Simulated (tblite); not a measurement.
Compound: C₇H₁₄O₂Si.
Numbering: `[CH3:1][O:2][Si@@H:3]1[CH2:4][CH2:5][C@@H:6]([CH2:7][CH:8]=[O:9])[CH2:10]1` (hydrogens: H11, H12, H13 on C1; H14 on Si3; H15, H16 on C4; H17, H18 on C5; H19 on C6; H20, H21 on C7; H22 on C8; H23, H24 on C10)

Structure optimised with GFN2-xTB, isolated species.

Problem. What internal coordinates does the optimisation give?

Solution. 
```csv
bond,length (bohr)
C1–O2,2.640
O2–Si3,3.069
Si3–C4,3.604
C4–C5,2.898
C5–C6,2.896
C6–C7,2.898
C7–C8,2.830
C8=O9,2.266
C6–C10,2.890
Si3–C10,3.580
"C1–H11, C1–H12, C1–H13",2.062
Si3–H14,2.776
C4–H15,2.058
C4–H16,2.058
C5–H17,2.064
C5–H18,2.064
C6–H19,2.073
C7–H20,2.059
C7–H21,2.068
C8–H22,2.098
C10–H23,2.059
C10–H24,2.054
```

Bonds in one row agree within 0.02 bohr and their mean is given. A selection of angles:
```csv
angle,degrees
C1–O2–Si3,128.3
O2–Si3–C4,117.0
O2–Si3–C10,105.6
C4–Si3–C10,94.4
Si3–C4–C5,103.9
C4–C5–C6,109.5
C5–C6–C7,110.8
C5–C6–C10,107.5
C7–C6–C10,110.3
C6–C7–C8,111.7
C7–C8–O9,125.8
Si3–C10–C6,104.1
```

Torsions: C1–O2–Si3–C4 -79° (synclinal); O2–Si3–C4–C5 -101° (anticlinal); Si3–C4–C5–C6 -34° (synclinal); C4–C5–C6–C7 -71° (synclinal); C5–C6–C7–C8 -59° (synclinal); C6–C7–C8–O9 130° (anticlinal); C5–C6–C10–Si3 -40° (synclinal); O2–Si3–C10–C6 137° (anticlinal).

The 5-membered ring Si3–C4–C5–C6–C10 has internal angles of 94.4° to 109.5°; it is puckered, 0.19 Å rms from its mean plane, widest ring torsion 50°. Of the pairs four or more bonds apart, Si3···H20 is among the closest relative to their van der Waals radii: 2.90 Å, 88 % of the sum of Bondi's values. Si3 (oxygen-bound silicon) has angles from 94.4° to 117.0°. The C–O distances run from 1.199 Å (C8=O9, drawn double) to 1.397 Å (C1–O2, drawn single), a spread of 0.198 Å. The C–C distances run from 1.497 Å (C7–C8, drawn single) to 1.533 Å (C6–C7, drawn single), a spread of 0.036 Å.

Point group: C1 (no symmetry element, even within 0.4 Å). Its GFN2-xTB frequencies are all real (lowest 44 cm⁻¹). The numbers are those of one conformer.

All values are computed, not measured.
